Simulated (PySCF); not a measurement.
## SrGa⁺: from constants to spectrum

RHF-CCSD(T) constants of SrGa⁺, ¹Σ⁺ (singlet), closed shell (PySCF, scalar-relativistic core potentials, basis sets Sr def2-SVP with ECP28, Ga def2-SVP; masses 87.9056 and 68.9256 u):

- ωe: 99.8 cm⁻¹
- ωexe: 0.295 cm⁻¹
- Be: 0.03331 cm⁻¹
- αe: 0.000135 cm⁻¹
- De to Sr⁺ + Ga: 1.24 eV

Task: What force constant and bond length do these constants imply?

Result: Reduced mass μred = 38.634 u; k = 5.8918×10⁻⁷·μred·ωe² (u, cm⁻¹, mdyn/Å) = 0.227 mdyn/Å; Re = √(16.8576/(μred·Be)) (u, cm⁻¹, Å) = 3.619 Å.

Task: Estimate the centrifugal constant D from the Kratzer relation and find the Dunham coefficient a1.

Result: D = 4Be³/ωe² = 1.48e-08 cm⁻¹; a1 = −1 − αeωe/(6Be²) = -3.02.

Correlated steps freeze 9 core orbitals. Correlated levels converge slowly with the basis: in double zeta they bind strong bonds too weakly, by up to about 1 eV, and carry superposition errors of some tenths. For an ion De counts to the pair picked by the measured ionisation energies or electron affinities, which need not be the lowest pair at this level. Where the molecule has an RHF reference, its open-shell atoms are computed with UHF.
